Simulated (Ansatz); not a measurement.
Born–Oppenheimer molecular dynamics of CHOTe (4 atoms, charge 0, multiplicity 2). It goes on from the last frame of an earlier run, with new velocities.

Computed with UKS PBE-D4/def2-SVP (Ansatz).

```
ensemble                      : NVE (velocity Verlet)
time step                     : 0.5 fs
steps asked                   : 150
starting velocities drawn for : 1000 K
seed                          : 23508
```

First frame:

```xyz
4
Properties=species:S:1:pos:R:3
O -1.379 -0.131 2.133
C -0.499 0.427 1.653
Te 0.232 0.498 -1.431
H -1.482 0.318 -1.374
```

Task: What does the run give?

Result: All steps were run.

```yaml
steps_done: 150
time_covered: 75 fs
mean_temperature_over_the_second_half: 889 K
spread_of_the_potential_energy_over_the_second_half: 10.9 meV per atom
mean_potential_energy_of_the_second_half_above_the_start: 7.3 meV per atom
```

The conserved energy stayed within 0.18 meV per atom of its start (net change 0.0075 meV per atom), so the integration is sound. A run of 0.075 ps of so small a system gives no equilibrium averages.

Task: What happens to the structure?

Result: No bond is clearly made or broken; grazing contacts change: C2–Te3 3.17 → 2.64 Å. It ends as one piece, CHOTe. Pairs count as bonded within 1.25 times the sum of covalent radii (0.12 Å more for H–H). This is one draw of velocities; another would differ in detail.

Task: How do temperature and energy run in time?

Result: 
```json
{"time (fs)": "0", "T (K)": "1000", "potential energy less start (eV)": "0.000", "conserved less start (meV/atom)": "0.00"}
{"time (fs)": "2.5", "T (K)": "959", "potential energy less start (eV)": "0.011", "conserved less start (meV/atom)": "0.02"}
{"time (fs)": "5", "T (K)": "805", "potential energy less start (eV)": "0.051", "conserved less start (meV/atom)": "0.15"}
{"time (fs)": "7.5", "T (K)": "985", "potential energy less start (eV)": "0.004", "conserved less start (meV/atom)": "-0.03"}
{"time (fs)": "10", "T (K)": "815", "potential energy less start (eV)": "0.048", "conserved less start (meV/atom)": "0.05"}
{"time (fs)": "12.5", "T (K)": "557", "potential energy less start (eV)": "0.115", "conserved less start (meV/atom)": "0.13"}
{"time (fs)": "15", "T (K)": "634", "potential energy less start (eV)": "0.095", "conserved less start (meV/atom)": "0.07"}
{"time (fs)": "17.5", "T (K)": "715", "potential energy less start (eV)": "0.073", "conserved less start (meV/atom)": "-0.04"}
{"time (fs)": "20", "T (K)": "404", "potential energy less start (eV)": "0.155", "conserved less start (meV/atom)": "0.13"}
{"time (fs)": "22.5", "T (K)": "445", "potential energy less start (eV)": "0.144", "conserved less start (meV/atom)": "0.06"}
{"time (fs)": "25", "T (K)": "593", "potential energy less start (eV)": "0.105", "conserved less start (meV/atom)": "-0.02"}
{"time (fs)": "27.5", "T (K)": "406", "potential energy less start (eV)": "0.154", "conserved less start (meV/atom)": "0.11"}
{"time (fs)": "30", "T (K)": "447", "potential energy less start (eV)": "0.144", "conserved less start (meV/atom)": "0.12"}
{"time (fs)": "32.5", "T (K)": "766", "potential energy less start (eV)": "0.060", "conserved less start (meV/atom)": "0.01"}
{"time (fs)": "35", "T (K)": "856", "potential energy less start (eV)": "0.037", "conserved less start (meV/atom)": "0.03"}
{"time (fs)": "37.5", "T (K)": "849", "potential energy less start (eV)": "0.040", "conserved less start (meV/atom)": "0.14"}
{"time (fs)": "40", "T (K)": "1112", "potential energy less start (eV)": "-0.029", "conserved less start (meV/atom)": "-0.03"}
{"time (fs)": "42.5", "T (K)": "1019", "potential energy less start (eV)": "-0.005", "conserved less start (meV/atom)": "0.04"}
{"time (fs)": "45", "T (K)": "827", "potential energy less start (eV)": "0.045", "conserved less start (meV/atom)": "0.12"}
{"time (fs)": "47.5", "T (K)": "954", "potential energy less start (eV)": "0.012", "conserved less start (meV/atom)": "0.08"}
{"time (fs)": "50", "T (K)": "1164", "potential energy less start (eV)": "-0.042", "conserved less start (meV/atom)": "-0.02"}
{"time (fs)": "52.5", "T (K)": "1009", "potential energy less start (eV)": "-0.002", "conserved less start (meV/atom)": "0.09"}
{"time (fs)": "55", "T (K)": "977", "potential energy less start (eV)": "0.006", "conserved less start (meV/atom)": "0.09"}
{"time (fs)": "57.5", "T (K)": "1075", "potential energy less start (eV)": "-0.020", "conserved less start (meV/atom)": "-0.02"}
{"time (fs)": "60", "T (K)": "832", "potential energy less start (eV)": "0.044", "conserved less start (meV/atom)": "0.08"}
{"time (fs)": "62.5", "T (K)": "678", "potential energy less start (eV)": "0.084", "conserved less start (meV/atom)": "0.12"}
{"time (fs)": "65", "T (K)": "822", "potential energy less start (eV)": "0.046", "conserved less start (meV/atom)": "0.05"}
{"time (fs)": "67.5", "T (K)": "874", "potential energy less start (eV)": "0.032", "conserved less start (meV/atom)": "-0.02"}
{"time (fs)": "70", "T (K)": "603", "potential energy less start (eV)": "0.103", "conserved less start (meV/atom)": "0.13"}
{"time (fs)": "72.5", "T (K)": "632", "potential energy less start (eV)": "0.095", "conserved less start (meV/atom)": "0.05"}
{"time (fs)": "75", "T (K)": "649", "potential energy less start (eV)": "0.091", "conserved less start (meV/atom)": "0.01"}
```

Time of the run: 4 min on 1 thread of Arm Neoverse V2, on a shared host, peak memory 0.12 GiB.
